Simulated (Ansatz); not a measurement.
```yaml
crystal:
  periodic: [false, false, false]
  atoms:
    - {symbol: F, position_ang: [0.673745, -0.526271, -2.109410]}
    - {symbol: Ti, position_ang: [0.281378, -0.446770, -0.334609]}
    - {symbol: F, position_ang: [0.954805, -2.058707, 0.173497]}
    - {symbol: C, position_ang: [-1.878454, -0.651525, -1.395018]}
    - {symbol: C, position_ang: [-1.897075, 0.480558, -0.559836]}
    - {symbol: C, position_ang: [-1.775352, 0.030592, 0.779366]}
    - {symbol: C, position_ang: [-1.644122, -1.364960, 0.755600]}
    - {symbol: C, position_ang: [-1.700659, -1.786645, -0.592279]}
    - {symbol: C, position_ang: [0.663919, 1.745322, 0.528907]}
    - {symbol: C, position_ang: [1.506778, 1.597438, -0.581333]}
    - {symbol: C, position_ang: [2.451537, 0.589816, -0.282510]}
    - {symbol: C, position_ang: [2.197665, 0.128543, 1.016784]}
    - {symbol: C, position_ang: [1.077106, 0.815822, 1.517272]}
    - {symbol: H, position_ang: [-1.885252, -0.637136, -2.473380]}
    - {symbol: H, position_ang: [-2.001830, 1.505177, -0.882817]}
    - {symbol: H, position_ang: [-1.773452, 0.653309, 1.660186]}
    - {symbol: H, position_ang: [-1.465348, -2.002164, 1.608257]}
    - {symbol: H, position_ang: [-1.553822, -2.796302, -0.943105]}
    - {symbol: H, position_ang: [-0.159499, 2.437056, 0.612846]}
    - {symbol: H, position_ang: [1.412293, 2.111994, -1.525368]}
    - {symbol: H, position_ang: [3.187657, 0.194346, -0.964950]}
    - {symbol: H, position_ang: [2.702274, -0.690080, 1.504992]}
    - {symbol: H, position_ang: [0.625716, 0.670598, 2.486908]}
basis:
  gaussian: {orbitals: pcseg-2}
hamiltonian: {xc: {name: SVWN5}}
accuracy: high
```

```sh
$ ansatz run in.yaml --threads 11 --pin off --events-out ev --progress --plain --max-ram 174080MiB --backend cuda --devices 0, --max-vram 75GiB
```

Output, abridged:

```
Functional definition: SVWN5
10409 factors; integrals over basis functions are off by at most 1.3e-7 eV
mean field evaluation 1: about -38871.3684 eV, gradient 1.3e2 eV
mean field evaluation 2: about -38330.0155 eV, gradient 5.4e2 eV
mean field evaluation 4: about -38828.6855 eV, gradient 2.4e2 eV
mean field evaluation 8: about -38908.4853 eV, gradient 2.3e-1 eV
mean field evaluation 16: about -38908.4854 eV, gradient 2.8e-8 eV
mean field -38908.48535984 eV, -1429.8604638554 hartree, gradient 2.8e-8 eV, S^2 0.000000; 0 other end points of the search recorded, 0 dependent functions left out
reference -38908.48536614 eV, -1429.8604640871 hartree; 55, 55 occupied and 501, 501 virtual orbitals, 10409 factors
Total energy: -38908.48536614 eV, -1429.8604640871 hartree
```

Hardware: 11 threads of an AMD EPYC 7R13 on a shared host and a whole NVIDIA H100 80 GB. Wall time 14 s, peak host memory 2.9 GiB.
